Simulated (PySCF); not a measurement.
Computed shifts of a molecule C3H7NOSi, PBE0/pcSseg-1 (PySCF), GIAO, gas phase, atoms alike by connectivity averaged where their shifts nearly agree, in ppm (number of nuclei): ²⁹Si: -78.1 (1). ¹³C: 175.6 (1), 70.4 (1), 61.2 (1). ¹⁵N: 298.1 (1). ¹H: 4.44 (3), 4.30 (2), 4.20 (2). References: ²⁹Si against TMS (σ = 352.7 ppm); ¹³C against TMS (σ = 186.3 ppm); ¹⁵N against NH3 (σ = 267.4 ppm); ¹⁷O against H2O (σ = 334.2 ppm); ¹H against TMS (σ = 31.56 ppm), references at their B3LYP-D3(BJ)/def2-TZVP geometries, non-relativistic. Geometry optimised at r2SCAN-D4/def2-SVP. One conformer was computed; it need not be the lowest.

Problem. Which molecule gave these data?
A. C/N=C/[SiH2]C=O
B. C=C=C[Si@H](N)O
C. [SiH3]C1=NCCO1
D. C[C@@]1([SiH3])N=CO1

Solution. C, [SiH3]C1=NCCO1
